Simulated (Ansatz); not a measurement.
```yaml
crystal:
  periodic: [false, false, false]
  atoms:
    - {symbol: Al, position_ang: [0.948245, 2.316855, 0.045641]}
    - {symbol: N, position_ang: [0.540218, 0.739875, 0.555704]}
    - {symbol: P, position_ang: [0.828596, -0.635870, -0.292280]}
    - {symbol: Si, position_ang: [-1.122267, -1.521794, -0.567084]}
    - {symbol: H, position_ang: [2.032272, 2.598650, -1.105963]}
    - {symbol: H, position_ang: [0.408399, 3.598066, 1.160352]}
    - {symbol: H, position_ang: [-0.122148, 0.616164, 1.352045]}
    - {symbol: H, position_ang: [1.274156, -1.607483, 0.572481]}
    - {symbol: H, position_ang: [-2.057275, -1.608559, 0.758344]}
    - {symbol: H, position_ang: [-1.930895, -1.037149, -1.493894]}
    - {symbol: H, position_ang: [-0.962449, -3.183343, -1.113590]}
basis:
  gaussian: {orbitals: def2-TZVPD, point_charges: [{charge: -1.00, position_ang: [6.111, -0.313, 0.551]}]}
hamiltonian: {xc: {name: HF}}
correlation: {method: ccsd_t}
```

```sh
$ ansatz run in.yaml --threads 4 --pin off --events-out ev --progress --plain --max-ram 10444MiB
```

It prints (some lines left out):

```
Functional definition: HF
1573 factors; integrals over basis functions are off by at most 9.0e-4 eV
mean field evaluation 1: about -25306.8449 eV, gradient 3.5e1 eV
mean field evaluation 2: about -25306.9359 eV, gradient 3.5e1 eV
mean field evaluation 4: about -25310.1940 eV, gradient 4.3e0 eV
mean field evaluation 8: about -25310.2804 eV, gradient 2.1e-1 eV
mean field -25310.28076229 eV, -930.1356620897 hartree, gradient 1.7e-6 eV, S^2 0.000000; 0 other end points of the search recorded, 0 dependent functions left out
16 core orbitals not correlated: weight in the atoms' cores, before any rotation towards them, 1.000 or more for the frozen orbitals, at most 0.000 for the correlated occupied ones
reference -25310.28076229 eV, -930.1356620897 hartree; 12, 12 occupied and 201, 201 virtual orbitals, 1573 factors
second order -15.15775750 eV of doubles, -0.00000000 eV of singles
cycle   1  -16.22332392 eV  change    -1.1e0 eV  update   1.1e-1
cycle   2  -16.80899874 eV  change   -5.9e-1 eV  update   3.5e-2
cycle   3  -16.90047812 eV  change   -9.1e-2 eV  update   1.6e-2
cycle   4  -16.89162700 eV  change    8.9e-3 eV  update   4.6e-3
cycle   5  -16.89047898 eV  change    1.1e-3 eV  update   1.9e-3
cycle   6  -16.89034938 eV  change    1.3e-4 eV  update   6.0e-4
cycle   7  -16.89011665 eV  change    2.3e-4 eV  update   2.2e-4
cycle   8  -16.89017134 eV  change   -5.5e-5 eV  update   8.4e-5
cycle   9  -16.89020453 eV  change   -3.3e-5 eV  update   2.9e-5
cycle  10  -16.89019210 eV  change    1.2e-5 eV  update   1.2e-5
perturbative correction -0.67064716 eV, -0.0246458287 hartree
Total energy: -25327.84160156 eV, -930.7810110297 hartree
```

Run time 53 s (4 threads of an Arm Neoverse V1 on a shared host); peak host memory 3.7 GiB.
